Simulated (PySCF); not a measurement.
# Spinor energies of Fe²⁰⁺ (iron, charge +20)

Start: [He] 2s2 2p2; 2p1/2 filled at m_j = -1/2, +1/2. Calculated with PySCF 2.14 in an uncontracted even-tempered set (17 s from 5.1 bohr⁻², ratio 2.4; 11 p from 6.6 bohr⁻², ratio 2.4; 5 d from 24 bohr⁻², ratio 2.6; 4 f from 36 bohr⁻², ratio 2.6): generalised Hartree-Fock with the X2C-1e Hamiltonian and a Gaussian nucleus; one run each with spin-orbit coupling (SO) switched off, then screened by Boettger's factors.

```csv
spinor shell,electrons,"ε, spin-free (eV)","ε, screened SO (eV)",weight of nominal j (screened SO),"rms radius, screened SO (bohr)"
1s1/2,2,-8267.5,-8266.2,1.000,0.0670
2s1/2,2,-1753.4,-1753.0,1.000,0.269
2p1/2,2,-1687.9,-1690.2,0.832,0.234
```

```csv
quantity,spin-free,screened SO
E (hartree),-940.18117,-940.54681
M_J,0,0
⟨J²⟩,2.000,0.649
⟨L²⟩,2.000,1.711
⟨S²⟩,2.000,1.702
```

The determinant has a definite M_J but mixes levels of different J.

Each row is a mean over spinors that exchange with the open shell spreads, by up to 28.705 eV (2s1/2).

Rows whose weight is well below 1 are mixtures of j = l ± 1/2: exchange outweighs spin-orbit coupling there, and the label is only the starting occupation.

Without spin-orbit coupling the j labels of p, d and f shells carry no meaning; the spin-free column gives the mean over the occupied spinors of each nl shell.
